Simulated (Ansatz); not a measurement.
Job for Ansatz (a program for electronic structure): U-r2SCAN/cc-pVTZ on FGeH3 (SMILES [F][GeH3]), a point of a bond scan (R = 4.143 Å).

Ansatz 0.2 input:
```yaml
crystal:
  periodic: [false, false, false]
  atoms:
    - {symbol: Ge, position_ang: [-0.30048691, 0.12261230, -0.05789716]}
    - {symbol: F, position_ang: [1.29808634, -0.52967815, 0.25011245]}
    - {symbol: H, position_ang: [-2.03377321, -2.36399898, -2.88210323]}
    - {symbol: H, position_ang: [-0.08538108, 1.54898424, -0.58096857]}
    - {symbol: H, position_ang: [-1.03936991, 0.09288033, 1.28656520]}
basis:
  gaussian:
    orbitals: cc-pVTZ
hamiltonian:
  xc: {name: r2SCAN}
magnetization: {spin_polarized: true, initial_magnetization: 0}
```

Program output:

```
WARN ansatz: RAYON_NUM_THREADS=1 ignored (pool sized by the plan → 1); use --threads N
Functional definition: r2SCAN
integrals: 0.03 GiB planned
683 factors; their error is unknown
mean field: 0.37 GiB planned
mean field evaluation 1: about -59275.3543 eV, gradient 3.0e1 eV
mean field evaluation 2: about -59257.4889 eV, gradient 6.6e1 eV
mean field evaluation 4: about -59273.5674 eV, gradient 2.0e1 eV
mean field evaluation 8: about -59280.3210 eV, gradient 2.8e-3 eV
mean field evaluation 16: about -59281.6166 eV, gradient 1.8e-2 eV
mean field evaluation 32: about -59281.6161 eV, gradient 4.6e-3 eV
mean field -59281.61607862 eV, -2178.5592083668 hartree, gradient 1.0e-5 eV, S^2 0.982195; 3 other end points of the search recorded, 0 dependent functions left out
reference -59281.61609459 eV, -2178.5592089536 hartree; 22, 22 occupied and 93, 93 virtual orbitals, 683 factors
Total energy: -59281.61609459 eV, -2178.5592089536 hartree
```

The run converged. Its determinant has ⟨S²⟩ = 0.98, a mixture of spin states.

Cost: roughly 21 core-seconds.
